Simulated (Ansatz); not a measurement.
This geometry of BF2H + BrH (6 atoms, charge 0, multiplicity 1) is a first-order saddle point.

Theory: Ansatz 0.2.0, RKS PBE/def2-SVP.

```xyz
6
Properties=species:S:1:pos:R:3
B 0.011 0.228 0.015
F 0.024 -0.132 1.554
F 1.161 -0.160 -0.526
H -1.061 -0.015 -0.486
Br 0.067 2.354 0.598
H 0.066 1.007 1.702
```

(1) Which two structures does it join? (They come from a converged band through this point; their orientation in space is the band's.)

(2) How far does it lie above each of them?

Answers

(1) Bonds broken: B1–F2, Br5–H6. Bonds formed: B1–Br5, F2–H6. BF2H + BrH becomes BBrFH + FH.

Initial state:

```xyz
6
Properties=species:S:1:pos:R:3
B 0.013 -0.355 -0.082
F 0.059 -0.486 1.244
F 1.151 -0.455 -0.747
H -1.040 -0.185 -0.652
Br 0.051 2.967 1.131
H 0.034 1.796 1.963
```

Final state:

```xyz
6
Properties=species:S:1:pos:R:3
B 0.013 0.439 -0.181
F 0.001 -0.148 1.768
F 1.156 -0.117 -0.553
H -1.057 -0.027 -0.496
Br 0.080 2.366 0.305
H 0.075 0.771 2.015
```

(2) 0.91 eV above the first and 0.13 eV above the second. This is the barrier of this one path; another mechanism may lie lower. The orbitals stay closed-shell, which can raise the energy where a bond breaks towards radicals; this wasn't checked here.

Run time: 2.3 min on 2 threads of Arm Neoverse V1, on a shared host, peak memory 0.12 GiB.
